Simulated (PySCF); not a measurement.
Species: C6H6F3N.
Numbering: `[F:1][C:2]([F:3])=[C:4]([F:5])[C@@H:6]1[CH:7]=[N:8][CH2:9][CH2:10]1`

Geometry (GFN2-xTB, Å), atoms numbered from 1 in this order:
```xyz
16
C6H6F3N angstrom
F      1.163   -1.104   -1.511
C      1.984   -0.456   -0.694
F      3.246   -0.645   -1.049
C      1.566    0.296    0.319
F      2.497    0.903    1.083
C      0.146    0.508    0.738
C     -0.480   -0.800    1.212
N     -1.467   -1.205    0.559
C     -1.777   -0.307   -0.518
C     -0.819    0.906   -0.397
H      0.160    1.238    1.551
H     -0.088   -1.347    2.053
H     -1.644   -0.853   -1.454
H     -2.828   -0.022   -0.442
H     -1.370    1.805   -0.129
H     -0.295    1.091   -1.332
```

NICS = −σ at a ghost point: NICS(0) at the centroid of the ring atoms, NICS(1) 1 Å to either side along the normal of their mean plane, zz for the tensor component along that normal. Level: GIAO PBE0/pcSseg-1 (PySCF, non-relativistic, gas phase) on the GFN2-xTB geometry, one conformer.

Ring bond lengths (Å), with Mayer bond orders in brackets: C6–C7 1.525 (0.95), C7–N8 1.251 (1.96), N8–C9 1.436 (1.01), C9–C10 1.550 (1.00), C10–C6 1.542 (1.00).

What do the NICS probes read (ppm)?

```json
{"ring": "C6–C7–N8–C9–C10", "type": "5-membered ring with N; formal bonds 1 double, 4 single", "NICS(0)": "-2.7", "NICS(1), two faces": "-4.0 / -4.1", "NICS(1)zz, two faces": "-9.6 / -7.5", "rms pucker (Å)": "0.03", "centre to ring atoms, mean (Å)": "1.24"}
```

What can be read from them?

- C6–C7–N8–C9–C10: mean NICS(1)zz -8.6 ppm, shielded. C6, C9, C10 have four or more neighbours, so the value isn't read as a sign of a π ring current.

Give the inner angles of the rings and the Hirshfeld charges of the ring atoms.

- C6–C7–N8–C9–C10: C6 101.2° (-0.038 e), C7 116.0° (+0.033 e), N8 111.1° (-0.159 e), C9 107.3° (-0.030 e), C10 104.0° (-0.076 e); sum 539.6° against 540° for a flat convex ring.
